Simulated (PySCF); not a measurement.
The multiplicity is imposed and other spin states were not computed.

[Cu(CNH)(H)] (charge 0, multiplicity 1)

Computed with TPSSh-D3(BJ)/def2-TZVP // TPSS-D3(BJ)/def2-SVP run with PySCF.

```yaml
HOMO: -5.75 eV
dipole_moment: 6.81 D
HOMO–LUMO gap: 3.95 eV
LUMO: -1.80 eV
charge on the central atom (Mulliken): -0.30 e
charge on the central atom (meta-Löwdin): 0.37 e
total_energy: -1734.5962 Ha
cost: around 50 core-seconds (rough)
```

Bond lengths (Å): Cu1–C3 1.822, Cu1–H5 1.538, N2–C3 1.180, N2–H4 1.008. Bond angles (°): C3–Cu1–H5 180.0, C3–N2–H4 180.0, Cu1–C3–N2 179.9.
